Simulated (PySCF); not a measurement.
Si(F)(NHSiH3)3 (FH₁₂N₃Si₄), SMILES F[Si](N[SiH3])(N[SiH3])N[SiH3].

Coordinates come from a B3LYP-D3(BJ)/def2-SVP optimisation. Other conformers were not sampled.

Level of theory: TDA-LC-ωPBE/def2-SVP in PySCF 2.14.0.

Vertical excitations. The molecule is in vacuum.

Computed excitation energies, oscillator strengths and character:
| state | energy (eV) | λ (nm) | f | main pairs |
|---|---|---|---|---|
| S1 | 7.62 | 163 | 0.018 | HOMO→LUMO 58 %, HOMO−2→LUMO+1 23 % |
| S2 | 7.65 | 162 | 0.011 | HOMO−1→LUMO 56 %, HOMO→LUMO+2 12 % |
| S3 | 7.70 | 161 | 0.013 | HOMO−2→LUMO 49 %, HOMO→LUMO+1 20 %, HOMO−1→LUMO+2 14 % |
| S4 | 8.66 | 143 | 0.005 | HOMO−1→LUMO+5 20 %, HOMO−1→LUMO+4 15 %, HOMO−1→LUMO+3 11 %, HOMO−1→LUMO+2 9 % |
| S5 | 8.70 | 142 | 0.020 | HOMO→LUMO+3 28 %, HOMO−2→LUMO+6 16 %, HOMO→LUMO+4 12 %, HOMO−2→LUMO+4 12 % |
| S6 | 8.75 | 142 | 0.002 | HOMO→LUMO+6 28 %, HOMO−2→LUMO+3 17 %, HOMO→LUMO+3 8 %, HOMO−1→LUMO+3 7 % |
| S7 | 9.23 | 134 | 0.103 | HOMO−1→LUMO+5 18 %, HOMO−1→LUMO+3 11 %, HOMO−1→LUMO+1 6 %, HOMO−2→LUMO+3 6 % |
| S8 | 9.29 | 134 | 0.046 | HOMO→LUMO+4 21 %, HOMO→LUMO+7 11 %, HOMO−2→LUMO+10 11 % |
| S9 | 9.33 | 133 | 0.124 | HOMO→LUMO+10 11 %, HOMO−3→LUMO 10 %, HOMO−2→LUMO+4 7 % |
| S10 | 9.39 | 132 | 0.008 | HOMO−3→LUMO 10 %, HOMO→LUMO+10 10 %, HOMO−2→LUMO+4 10 %, HOMO−3→LUMO+2 6 % |
| T1 | 7.08 | 175 | 0 | HOMO→LUMO 53 %, HOMO−2→LUMO+1 22 % |
| T2 | 7.11 | 174 | 0 | HOMO−1→LUMO 52 %, HOMO→LUMO+2 11 % |
| T3 | 7.16 | 173 | 0 | HOMO−2→LUMO 45 %, HOMO→LUMO+1 19 %, HOMO−1→LUMO+2 15 % |
| T4 | 8.24 | 150 | 0 | HOMO→LUMO+3 22 %, HOMO−2→LUMO+4 19 %, HOMO−2→LUMO+3 10 %, HOMO→LUMO+4 9 % |
Triplets are in the Tamm–Dancoff approximation.
